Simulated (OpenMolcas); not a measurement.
Mo4+ (d2) among equal point charges was computed by CASSCF with the d shell active (OpenMolcas, ANO-RCC-VDZP on the metal). Its lowest spin-free states, and all those of the highest spin:

| 2S+1 | Degeneracy | E (cm-1) |
| --- | --- | --- |
| 3 | 2 | 0.0 |
| 3 | 1 | 857.1 |
| 3 | 1 | 6657 |
| 1 | 1 | 7680 |
| 1 | 2 | 10412 |
| 1 | 1 | 11833 |
| 1 | 1 | 12557 |
| 3 | 2 | 13353 |
| 3 | 1 | 14345 |
| 1 | 1 | 20423 |
| 1 | 1 | 21083 |
| 3 | 2 | 23592 |
| 3 | 1 | 42206 |

Q: Is the site octahedral, tetrahedral or cube-like, axial, or of lower symmetry?

A: The states with 2S+1 = 3 have orbital degeneracies 2, 1, 1, 2, 1, 2, 1. There are pairs but no triples, so the site is axial: not cubic, but with a proper or improper axis of order three or more. The run had Mo4+ among 4 point charges of -2 e arranged as a square (D4h), 2.13 Å from the ion.

An orbital doublet at a regular site is open to a Jahn-Teller distortion, which this geometry leaves out. Without dynamic correlation the repulsion within the d shell is too large (B by tens of per cent), so at a given field states of lower spin stand too high. This is an electrostatic model: the charges have no orbitals. No measured value stands beside these numbers.
